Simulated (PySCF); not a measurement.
# Ionisation energy of Cr²⁺ by level of theory

Cr²⁺ [Ar] 3d4 (5D) → Cr³⁺ [Ar] 3d3 (4F), as a difference of total energies. All numbers are calculated (PySCF 2.14, scalar relativity by spin-free X2C-1e, in x2c-TZVPall). Correlated levels: valence: [Ar] frozen. The calculations carry no spin-orbit coupling.

```json
{"method": "UHF", "ionisation energy (eV)": "29.701", "difference from reference (eV)": "-1.258"}
{"method": "LDA", "ionisation energy (eV)": "31.885", "difference from reference (eV)": "+0.926"}
{"method": "PBE", "ionisation energy (eV)": "31.472", "difference from reference (eV)": "+0.513"}
{"method": "MP2 (valence)", "ionisation energy (eV)": "30.227", "difference from reference (eV)": "-0.732"}
{"method": "SCS-MP2 (valence)", "ionisation energy (eV)": "29.876", "difference from reference (eV)": "-1.083"}
```

Reference: 30.959 ± 0.025 eV (measured; NIST Atomic Spectra Database, ionization energies).

The reference lies between the lowest fine-structure levels, while these numbers refer to the centres of the terms.

Errors of the correlated levels include the incompleteness of this basis and the frozen core.
